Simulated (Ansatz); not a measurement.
SbTe₄, relaxed as a doublet with UKS PBE-D4/def2-SVP in Ansatz, starting from the GFN2-xTB geometry. Force threshold 0.02 eV/Å.

In the def2 sets Sb, Te take a core potential; there is no spin–orbit coupling. The relaxation made no stability test and no search for a lower SCF solution. Another isomer (doublet) lies 0.53 eV lower at PBE0-D4/def2-TZVP; other spin states weren't run for this one.

Start:

```xyz
5

Sb    0.427   -0.560    0.661
Te    2.769   -1.523    1.593
Te   -4.116    1.549   -1.445
Te   -1.853    0.447   -0.332
Te    2.774    0.087   -0.477
```

```json
{"step": "1", "energy (eV)": "-35711.8993", "largest force component (eV/Å)": "2.910", "SCF passes": "78"}
{"step": "2", "energy (eV)": "-35712.3200", "largest force component (eV/Å)": "0.818", "SCF passes": "32"}
{"step": "3", "energy (eV)": "-35712.4368", "largest force component (eV/Å)": "0.234", "SCF passes": "34"}
{"step": "4", "energy (eV)": "-35712.4542", "largest force component (eV/Å)": "0.310", "SCF passes": "34"}
{"step": "5", "energy (eV)": "-35712.4816", "largest force component (eV/Å)": "0.067", "SCF passes": "36"}
{"step": "6", "energy (eV)": "-35712.5031", "largest force component (eV/Å)": "0.185", "SCF passes": "37"}
{"step": "7", "energy (eV)": "-35712.5265", "largest force component (eV/Å)": "0.363", "SCF passes": "36"}
{"step": "8", "energy (eV)": "-35712.5629", "largest force component (eV/Å)": "0.352", "SCF passes": "37"}
{"step": "9", "energy (eV)": "-35712.6365", "largest force component (eV/Å)": "0.266", "SCF passes": "44"}
{"step": "10", "energy (eV)": "-35712.7745", "largest force component (eV/Å)": "0.378", "SCF passes": "43"}
{"step": "11", "energy (eV)": "-35712.9526", "largest force component (eV/Å)": "0.444", "SCF passes": "38"}
{"step": "12", "energy (eV)": "-35713.1277", "largest force component (eV/Å)": "0.408", "SCF passes": "38"}
{"step": "13", "energy (eV)": "-35713.2866", "largest force component (eV/Å)": "0.194", "SCF passes": "34"}
{"step": "14", "energy (eV)": "-35713.4265", "largest force component (eV/Å)": "0.192", "SCF passes": "32"}
{"step": "15", "energy (eV)": "-35713.5089", "largest force component (eV/Å)": "0.072", "SCF passes": "28"}
{"step": "16", "energy (eV)": "-35713.5248", "largest force component (eV/Å)": "0.056", "SCF passes": "28"}
{"step": "17", "energy (eV)": "-35713.5298", "largest force component (eV/Å)": "0.124", "SCF passes": "28"}
{"step": "18", "energy (eV)": "-35713.5454", "largest force component (eV/Å)": "0.118", "SCF passes": "29"}
{"step": "19", "energy (eV)": "-35713.5798", "largest force component (eV/Å)": "0.109", "SCF passes": "27"}
{"step": "20", "energy (eV)": "-35713.6102", "largest force component (eV/Å)": "0.107", "SCF passes": "28"}
{"step": "21 (rejected)", "energy (eV)": "-35713.5621", "largest force component (eV/Å)": "0.513", "SCF passes": "34"}
{"step": "22", "energy (eV)": "-35713.6203", "largest force component (eV/Å)": "0.120", "SCF passes": "29"}
{"step": "23", "energy (eV)": "-35713.6240", "largest force component (eV/Å)": "0.087", "SCF passes": "29"}
{"step": "24", "energy (eV)": "-35713.6258", "largest force component (eV/Å)": "0.035", "SCF passes": "24"}
{"step": "25", "energy (eV)": "-35713.6260", "largest force component (eV/Å)": "0.015", "SCF passes": "27"}
```

Force components are those of the run's own axes.

End:

Cartesian coordinates in Å:
```
Sb 0.1224 -1.6469 0.3967
Te 2.4123 -0.3663 1.4793
Te -1.4794 1.6921 -1.3493
Te -2.2968 -0.0888 0.5748
Te 1.2414 0.4100 -1.1016
```

Bonds formed: Te3–Te5 (atoms count from 1).

No frequencies were taken in this run, so the end may be a saddle point.

It took 43 s on 4 threads of Intel Xeon 6975P-C on a shared host.
